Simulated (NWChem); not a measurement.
GeH₂S, singlet; SMILES [SH][GeH]

Computed with NWChem. Pople sets run with spherical d functions. Low-valent species are run as closed-shell singlets; no triplet was tried in these runs. The geometry was optimised at B3LYP/6-31G* (spherical d). Ions are spin-unrestricted doublets at the neutral geometry; other ion states weren't tried.

For level B3LYP/6-31G*:

| Property | Result |
|---|---|
| −ε(HOMO) (eV) | 6.85 |

Estimate the same quantities for level BHandHLYP/6-31G*.


| Property | Result |
|---|---|
| −ε(HOMO) (eV) | 7.97 |
